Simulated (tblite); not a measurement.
C4H10BClSi.
SMILES with atom numbers: `[CH3:1][B:2]([SiH3:3])/[C:4]([CH3:5])=[CH:6]\[Cl:7]` (hydrogens: H8, H9, H10 on C1; H11, H12, H13 on Si3; H14, H15, H16 on C5; H17 on C6)

Computed with GFN2-xTB (tblite), gas phase: L-BFGS steps from a force-field or distance-geometry start until the largest atomic force falls under 0.01 eV/Å.

Step 8: E = -574.8380 eV
```
atom  x, y, z in Å  |  force x, y, z in eV/Å
C1     -1.5561    1.3915   -0.0968    0.024   0.022  -0.007
B2     -0.5622    0.1692   -0.1822   -0.001   0.158  -0.010
Si3    -1.2816   -1.5441   -0.8071   -0.024   0.045   0.003
C4      0.9196    0.2736    0.2937    0.046   0.053  -0.017
C5      1.5933   -1.0012    0.7468   -0.052   0.083  -0.027
C6      1.6834    1.3724    0.3002   -0.019   0.079  -0.006
Cl7     1.1917    2.9181   -0.2622   -0.002   0.048   0.019
H8     -1.3792    2.0947   -0.9137    0.070  -0.084  -0.031
H9     -1.4504    1.9851    0.8117   -0.017  -0.042   0.003
H10    -2.5949    1.0795   -0.1949   -0.032   0.079   0.104
H11    -1.2439   -2.5587    0.2537    0.013  -0.139   0.043
H12    -2.7017   -1.4589   -1.1669   -0.070  -0.036  -0.080
H13    -0.5970   -2.1275   -1.9637    0.041  -0.084  -0.069
H14     2.5195   -0.7844    1.2760   -0.030  -0.108   0.000
H15     1.8145   -1.6216   -0.1223    0.018   0.032   0.036
H16     0.9227   -1.5695    1.3861    0.081   0.007   0.082
H17     2.7153    1.3940    0.6316   -0.045  -0.113  -0.042
```

Step 9: E = -574.8421 eV
```
atom  x, y, z in Å  |  force x, y, z in eV/Å
C1     -1.5580    1.3958   -0.0934    0.102  -0.044  -0.019
B2     -0.5630    0.1740   -0.1794   -0.024   0.048  -0.037
Si3    -1.2822   -1.5452   -0.8097    0.051   0.025   0.029
C4      0.9200    0.2764    0.2945    0.029   0.042  -0.006
C5      1.5924   -1.0015    0.7477   -0.080   0.155  -0.061
C6      1.6843    1.3756    0.3009   -0.030   0.029  -0.013
Cl7     1.1930    2.9227   -0.2605    0.014   0.023   0.031
H8     -1.3735    2.0913   -0.9142    0.042  -0.053  -0.037
H9     -1.4505    1.9902    0.8127   -0.018  -0.010   0.028
H10    -2.5950    1.0828   -0.1902   -0.078   0.083   0.089
H11    -1.2464   -2.5668    0.2503    0.018  -0.077   0.001
H12    -2.7011   -1.4662   -1.1707   -0.089  -0.020  -0.083
H13    -0.5983   -2.1377   -1.9676    0.016  -0.035  -0.010
H14     2.5182   -0.7814    1.2743   -0.001  -0.121   0.017
H15     1.8129   -1.6199   -0.1232    0.011   0.026   0.053
H16     0.9226   -1.5680    1.3895    0.085   0.010   0.063
H17     2.7176    1.3899    0.6289   -0.048  -0.081  -0.044
```

Question: Estimate the geometry and energy of step 10. (The exact step hangs on the optimiser's Hessian estimate; all steps are aligned on step 9, rigid shifts and turns removed.)

Answer: E = -574.8456 eV, largest force 0.172 eV/Å
```
atom  x, y, z in Å  |  force x, y, z in eV/Å
C1     -1.5585    1.3990   -0.0905    0.102  -0.069  -0.013
B2     -0.5637    0.1789   -0.1775   -0.031  -0.072  -0.054
Si3    -1.2819   -1.5459   -0.8115    0.072  -0.017   0.032
C4      0.9204    0.2803    0.2949   -0.035   0.001  -0.002
C5      1.5904   -0.9991    0.7477   -0.062   0.152  -0.052
C6      1.6845    1.3788    0.3012   -0.003   0.019  -0.017
Cl7     1.1945    2.9271   -0.2582    0.023   0.015   0.036
H8     -1.3677    2.0872   -0.9154    0.017  -0.023  -0.039
H9     -1.4509    1.9945    0.8138   -0.005   0.017   0.036
H10    -2.5960    1.0876   -0.1843   -0.080   0.082   0.066
H11    -1.2481   -2.5755    0.2473    0.022  -0.008  -0.044
H12    -2.7022   -1.4732   -1.1758   -0.058  -0.008  -0.071
H13    -0.5992   -2.1474   -1.9712   -0.009   0.014   0.051
H14     2.5168   -0.7811    1.2731    0.023  -0.104   0.025
H15     1.8116   -1.6177   -0.1228   -0.005   0.021   0.049
H16     0.9244   -1.5663    1.3936    0.069   0.024   0.036
H17     2.7187    1.3848    0.6256   -0.039  -0.044  -0.040
```

The energy changes by -0.0035 eV. The first-order estimate −F·Δx gives -0.0050 eV and the mean of the old and new forces, exact on a quadratic surface, -0.0035 eV. The step makes an angle of 58° with the force vector and moves no atom by more than 0.010 Å.

What follows is the cost of the whole relaxation. Hardware: Arm Neoverse V1, one thread, no GPU, shared host. Cost: 0.92 s wall.
